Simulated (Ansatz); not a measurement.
Two isomers of CH9NSi2: A = `CN[SiH2][SiH3]`, B = `N[SiH2]C[SiH3]`.

Calculated with Ansatz (gas phase, PBE0-D4/def2-TZVP geometries, no zero-point term in ΔE). CCSD(T)/CBS is the MP2 limit (def2-TZVPP, def2-QZVPP) plus CCSD(T) − MP2 in def2-TZVPP, frozen cores. Functionals use def2-TZVPP. Each species was taken in one conformer, which may not be the lowest.

(1) Which is lower in electronic energy at CCSD(T)/CBS, and by how much? (Estimate.)

(2) Give E(B) − E(A) in kJ/mol with PBE0-D4, BLYP-D4, MP2/def2-TZVPP, r2SCAN-D4, PBE-D4, LDA (SPW92), CCSD/def2-TZVPP. (Estimate.)

(3) Does the order hold for the free energy at 298.15 K (harmonic terms from PBE0-D4)? (Estimate.)

Largest T1 diagnostic: 0.012.

Results:

(1) Ansatz gave: B, by 94.2 kJ/mol.

(2) The calculation gave: PBE0-D4 -81.8, BLYP-D4 -79.2, MP2/def2-TZVPP -102.9, r2SCAN-D4 -89.2, PBE-D4 -75.6, LDA (SPW92) -78.2, CCSD/def2-TZVPP -92.1. None reverses the order clearly.

(3) Ansatz gave: Yes: G(B) − G(A) = -96.9 kJ/mol, for one conformer each. Modes under 60 cm⁻¹, often nearly free rotors, make the harmonic entropy too high.

At CCSD(T), def2-SVP lies +21.8 kJ/mol from the extrapolated value and def2-TZVPP +2.3 kJ/mol. Leaving LDA and LC-ωPBE aside and taking each functional with its dispersion term where it has one, the values, not all of them listed here, spread over 22.9 kJ/mol, from ωB97M-V to revPBE-D4.
